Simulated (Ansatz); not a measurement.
**A family of molecules: the dipole moment**

One atom is swapped for its congeners: BSiH4ClO2 `OB(Cl)O[SiH3]`; AlSiH4ClO2 `[OH][Al]([Cl])[O][SiH3]`; InSiH4ClO2 `[OH][In]([Cl])[O][SiH3]`. The Ga member is missing. All are singlets with charge 0.

Shapes, held fixed at every level: PBE0-D4/def2-TZVP. Flexible molecules stand in one conformer, not always the lowest. Programs: Ansatz 0.2.0. Values in D.

```
               level  BSiH4ClO2  AlSiH4ClO2  InSiH4ClO2
   PBE-D4/def2-TZVPP       1.32        1.87        1.30
r2SCAN-D4/def2-TZVPP       1.34        1.96        1.37
 B3LYP-D4/def2-TZVPP       1.32        1.96        1.36
  wB97M-V/def2-TZVPP       1.32        1.96        1.33
```

At wB97M-V/def2-TZVPP the dipole moment isn't monotonic: it is largest for Al and smallest for B (1.96 and 1.32 D). 2 of 4 levels show this order throughout; 3 agree on the largest and the smallest. For atoms past krypton def2 sets carry core potentials with scalar relativity.
